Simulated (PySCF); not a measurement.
## RbMg: script and output

Input:

```python
from pyscf import gto, scf, mp

mol = gto.M(
    atom='Rb 0 0 0; Mg 0 0 3.074',
    basis='ano-rcc-vdzp',
    charge=0,
    spin=1,
    verbose=3,
)
mf = scf.UHF(mol)
mf = mf.sfx2c1e()
mf.kernel()
mp.MP2(mf, frozen=10).kernel()
mf.dip_moment()
print('orbital energies (hartree):', [e[max(0, n-3):n+3].round(4) for e, n in zip(mf.mo_energy, mol.nelec)])
```

```bash
$ python input.py
```

It prints (some set-up lines and the per-cycle HOMO/LUMO lines with their warnings removed):

```
converged SCF energy = -3178.96410146302  <S^2> = 0.8017016  2S+1 = 2.0510501
E(UMP2) = -3179.31620005276  E_corr = -0.352098589742564
E(SCS-UMP2) = -3179.29538717515  E_corr = -0.33128571212792
Dipole moment(X, Y, Z, Debye): -0.00000,  0.00000,  2.61519
orbital energies (hartree): [array([-0.8112, -0.2831, -0.131 ,  0.01  ,  0.01  ,  0.0404]), array([-0.8097, -0.8097, -0.276 ,  0.0255,  0.0255,  0.0305])]
```

In short: E(SCF) = -3178.964101 Eh, E(MP2) − E(SCF) = -0.35210 Eh, ⟨S²⟩ = 0.802, μz(SCF) = 2.62 D.

Wall time 7 s on one thread of a shared host.

The bond length is a typed value, not an optimised one. No search for the lowest solution was made.
